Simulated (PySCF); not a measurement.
Gas-phase thermal properties of MgI

Method: PySCF energies (xtb for GFN2) plus ideal-gas RRHO corrections (1 bar). The comparison is the NASA 1993 polynomial table, which mixes measured and estimated data. Open shells (unrestricted): MgI (multiplicity 2). GFN2 has no spin-polarisation term. I: scalar-relativistic def2 core potential, no spin-orbit coupling. The harmonic model lacks anharmonicity and excited electronic states, which grow with temperature; levels with a mode under 35 cm⁻¹ are left out. The table's entry may be an old estimate for MgI (not checked at source).

```csv
level,point group,σ,ZPE (kJ/mol),S°298 (J/mol/K),Cp298 (J/mol/K),S°1000 (J/mol/K),H1000 − H298 (kJ/mol)
table,-,-,-,252.6,36.2,297.7,26.2
GFN2-xTB,C∞v,1,1.7,254.2,36.2,299.0,26.0
PBE/def2-SVP,C∞v,1,1.7,253.6,36.2,298.3,26.0
PBE0/def2-TZVP,C∞v,1,1.8,253.0,36.0,297.7,26.0
```
σ: rotational symmetry number. Electronic degeneracy used: 2. Frequencies are unscaled.
